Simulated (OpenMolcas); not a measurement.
C2+: input and output

Input:

```
&GATEWAY
Coord
1

C 0.0 0.0 0.0
Basis=ANO-RCC-VDZ
Group=XYZ
NoMove
AngMom=0.0 0.0 0.0
AMFI
&SEWARD
Relativistic=R04O02
* reference wave functions (RASSCF and RASSI steps not shown): 2 electrons in 4 orbitals (2s 2p)
>>> COPY JOB001 $Project.JobIph
&CASPT2
Multistate=3 1 2 3
Frozen=1 0
IPEA=0.1
Sig1=0.2
MaxIter=60
WThr=0.0 0.3 0.05
PrWF=0.5
NoMix
>>> COPY JOB002 $Project.JobIph
&CASPT2
Multistate=6 1 2 3 4 5 6
Frozen=1 0
IPEA=0.1
Sig1=0.2
MaxIter=60
WThr=0.0 0.3 0.05
PrWF=0.5
NoMix
>>> COPY JOB003 $Project.JobIph
&CASPT2
Multistate=3 1 2 3
Frozen=1 0
IPEA=0.1
Sig1=0.2
MaxIter=60
WThr=0.0 0.3 0.05
PrWF=0.5
NoMix
...
```

Launched by
```bash
OMP_NUM_THREADS=1 MOLCAS_MEM=2252 MOLCAS_PROJECT=a pymolcas a.inp > a.log  # once for each step of the input, in one work folder
```

Output, cut to the results:

```
--- CASPT2 ---
Orbital specifications:
      -----------------------

      Symmetry species                           1   2
                                                ag  au
      Frozen orbitals                            1   0
      Inactive orbitals                          0   0
      Active orbitals                            1   3
      Secondary orbitals                         1   3
      Deleted orbitals                           0   0
      Number of basis functions                  3   6
Type of calculation                        MS-CASPT2
      Fock operator                              state-specific
      IPEA shift                                 0.10
      Real shift                                 0.00
      Imaginary shift                            0.00
      Sigma^1 regularizer                        0.20
      The input orbitals will be transformed to quasi-canonical
Reference energy:         -35.8565406986
      E2 (Non-variational):      -0.0011577140
      Shift correction:          -0.0000001290
      E2 (Variational):          -0.0011578430
      Total energy:             -35.8576985416
      Residual norm:              0.0000000000
      Reference weight:           0.99939
      Contributions to the CASPT2 correlation energy
      Active & Virtual Only:         -0.0011577140
      One Inactive Excited:           0.0000000000
      Two Inactive Excited:           0.0000000000
Reference energy:         -35.8565406986
      E2 (Non-variational):      -0.0011577140
      Shift correction:          -0.0000001290
      E2 (Variational):          -0.0011578430
      Total energy:             -35.8576985416
      Residual norm:              0.0000000000
      Reference weight:           0.99939
      Contributions to the CASPT2 correlation energy
      Active & Virtual Only:         -0.0011577140
      One Inactive Excited:           0.0000000000
      Two Inactive Excited:           0.0000000000
::    CASPT2 Root  1     Total energy:    -35.85769854
::    CASPT2 Root  2     Total energy:    -35.85769854
::    CASPT2 Root  3     Total energy:    -35.85769854
::    MS-CASPT2 Root  1     Total energy:    -35.85769854
::    MS-CASPT2 Root  2     Total energy:    -35.85769854
::    MS-CASPT2 Root  3     Total energy:    -35.85769854
--- CASPT2 ---
Orbital specifications:
      -----------------------

      Symmetry species                           1   2
                                                ag  au
      Frozen orbitals                            1   0
      Inactive orbitals                          0   0
      Active orbitals                            1   3
      Secondary orbitals                         1   3
      Deleted orbitals                           0   0
      Number of basis functions                  3   6
Type of calculation                        MS-CASPT2
      Fock operator                              state-specific
      IPEA shift                                 0.10
      Real shift                                 0.00
      Imaginary shift                            0.00
      Sigma^1 regularizer                        0.20
      The input orbitals will be transformed to quasi-canonical
Reference energy:         -36.4912671351
      E2 (Non-variational):      -0.0013018863
      Shift correction:          -0.0000000136
      E2 (Variational):          -0.0013018999
      Total energy:             -36.4925690350
      Residual norm:              0.0000007389
      Reference weight:           0.99945
      Contributions to the CASPT2 correlation energy
      Active & Virtual Only:         -0.0013018863
      One Inactive Excited:           0.0000000000
      Two Inactive Excited:           0.0000000000
Reference energy:         -35.7791642129
      E2 (Non-variational):      -0.0023225385
      Shift correction:          -0.0000001561
      E2 (Variational):          -0.0023226946
      Total energy:             -35.7814869075
      Residual norm:              0.0000007382
      Reference weight:           0.99878
      Contributions to the CASPT2 correlation energy
      Active & Virtual Only:         -0.0023225385
      One Inactive Excited:           0.0000000000
      Two Inactive Excited:           0.0000000000
::    CASPT2 Root  1     Total energy:    -36.49256903
::    CASPT2 Root  2     Total energy:    -35.78148691
::    CASPT2 Root  3     Total energy:    -35.78148573
::    CASPT2 Root  4     Total energy:    -35.78148604
::    CASPT2 Root  5     Total energy:    -35.78148690
::    CASPT2 Root  6     Total energy:    -35.78148573
::    MS-CASPT2 Root  1     Total energy:    -36.49256904
::    MS-CASPT2 Root  2     Total energy:    -35.78148700
::    MS-CASPT2 Root  3     Total energy:    -35.78148683
::    MS-CASPT2 Root  4     Total energy:    -35.78148602
::    MS-CASPT2 Root  5     Total energy:    -35.78148573
::    MS-CASPT2 Root  6     Total energy:    -35.78148573
--- CASPT2 ---
Orbital specifications:
      -----------------------

      Symmetry species                           1   2
                                                ag  au
      Frozen orbitals                            1   0
      Inactive orbitals                          0   0
      Active orbitals                            1   3
      Secondary orbitals                         1   3
      Deleted orbitals                           0   0
      Number of basis functions                  3   6
Type of calculation                        MS-CASPT2
      Fock operator                              state-specific
      IPEA shift                                 0.10
      Real shift                                 0.00
      Imaginary shift                            0.00
      Sigma^1 regularizer                        0.20
      The input orbitals will be transformed to quasi-canonical
Reference energy:         -36.2492478612
      E2 (Non-variational):      -0.0004312911
      Shift correction:          -0.0000000134
...
```

Levels above the lowest, from the spin-orbit matrix with the single-state CASPT2 energies, averaged by term, on its diagonal:

| Configuration | Term | J | E (cm-1) | Measured (cm-1) | g | Term weight % |
| --- | --- | --- | --- | --- | --- | --- |
| 2s2 | 1S | 0 | 0.0 | 0.0 |  | 100 |
| 2s 2p | 3P* | 0 | 53255 | 52367 |  | 100 |
| 2s 2p | 3P* | 1 | 53282 | 52391 | 1.501 | 100 |
| 2s 2p | 3P* | 2 | 53335 | 52447 | 1.501 | 100 |
| 2s 2p | 1P* | 1 | 113347 | 102352 | 1.000 | 100 |
| 2p2 | 3P | 0 | 139286 | 137426 |  | 100 |
| 2p2 | 3P | 1 | 139312 | 137454 | 1.501 | 100 |
| 2p2 | 3P | 2 | 139364 | 137502 | 1.501 | 100 |

Against the 7 measured excited levels shown (Moore, Selected Tables of Atomic Spectra, NSRDS-NBS 3, section 3) the mean absolute deviation is 2700 cm-1; the largest miss in energy is 2s 2p 1P* 1: computed 113347, measured 102352 cm-1 (+10.7 %).

Measured partners are found by configuration, term and J. A level has none where our copy of the source lacks it or the pairing is in doubt (some pairs that miss far off the trend of their configuration count as doubtful), and it then counts in no deviation. Only configurations of the active space appear. The first state left out of the spin-orbit step lies near 180000 cm-1 above the lowest spin-free state of the reference (among the parities and spins computed), and the list stops at four fifths of that energy or lower.

The CASPT2 steps took 1.3 s on 1 thread of Arm Neoverse V1 (shared host); the integral step is not counted.

The term weight is that of the spin-free term in the level, not the purity of its configuration. * marks odd parity.
